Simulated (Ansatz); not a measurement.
Cost and result for the atomization energy of C2H7OPSi, SMILES `C=C(O)[SiH2]P` (12 atoms, 11 bonds).

Cartesian coordinates in Å:
```
C 0.6605 0.1815 -1.7711
C -0.2193 0.1808 -0.7698
O -1.2330 1.0795 -0.6421
Si -0.1547 -1.0699 0.6303
P 0.1630 -0.1403 2.6569
H 0.6259 0.9160 -2.5733
H 1.4433 -0.5632 -1.8135
H -1.2102 1.6984 -1.3815
H -1.4346 -1.8239 0.6870
H 0.9655 -2.0014 0.3428
H 1.2224 0.6905 2.2021
H -0.8288 0.8520 2.4324
```

Total charge 0; spin multiplicity 1. The geometry is a stationary point of PBE0-D4/def2-TZVP. It is one conformer, not always the lowest. Program: Ansatz. All runs use 4 threads of an Arm Neoverse V1 on a shared host. Times are those of one run each, without the atoms' runs, and a repeat can differ threefold. Electronic energies, without spin–orbit coupling; frozen cores. CCSD(T)/CBS adds CCSD(T) − MP2 in def2-TZVPP to the MP2 limit, and its time is that of the two runs behind it. T1 = 0.013. HSE06 is the plane-wave form, built on full-range PBE exchange.

CCSD(T)/CBS is a level of theory with its own doubt, some kJ/mol a heavy atom from the limit and from the frozen cores, so smaller differences don't rank the functionals.

```
                             level  functions  wall time  atomization (kJ/mol)  difference from CCSD(T)/CBS  per bond
              revPBE-D4/def2-TZVPP        275      2.8 s                4214.1                        -11.8      -1.1
   PBE-D4/def2-TZVPP (with forces)        275      3.4 s                4309.9                         84.0       7.6
               BHLYP-D4/def2-TZVPP        275      4.4 s                4113.9                       -112.0     -10.2
               HSE06-D4/def2-TZVPP        275      4.8 s                4234.0                          8.1       0.7
           CAM-B3LYP-D4/def2-TZVPP        275      4.9 s                4247.4                         21.5       2.0
r2SCAN-D4/def2-TZVPP (with forces)        275      6.5 s                4239.3                         13.4       1.2
             r2SCANh-D4/def2-TZVPP        275        7 s                4211.1                        -14.8      -1.3
                  CCSD(T)/def2-SVP        113        7 s                3952.1                       -273.8     -24.9
                ωB97X-V/def2-TZVPP        275       11 s                4257.5                         31.6       2.9
  ωB97M-V/def2-TZVPP (with forces)        275       16 s                4251.2                         25.3       2.3
                    MP2/def2-QZVPP        521       34 s                4212.8                        -13.1      -1.2
                CCSD(T)/def2-TZVPP        275      4 min                4105.3                       -120.6     -11.0
                 CCSD(T)/CBS(def2)          –    4.5 min                4225.9                          0.0       0.0
```

Leaving LDA and LC-ωPBE aside and taking each functional with its dispersion term where it has one, the values spread over 196.1 kJ/mol, from BHLYP-D4 to PBE-D4. LDA lies +572.1 kJ/mol from PBE without D4, its usual overbinding. At CCSD(T), def2-SVP lies −273.7 kJ/mol from the extrapolated value and def2-TZVPP −120.6 kJ/mol: correlation converges slowly with the basis, and small sets miss more of it in the bonded molecule than in its fragments. From PBE to PBE0 (25 % exact exchange), in def2-TZVPP and without D4, the atomization energy moves by −75.0 kJ/mol: exact exchange takes away binding that semilocal exchange gives to molecules.
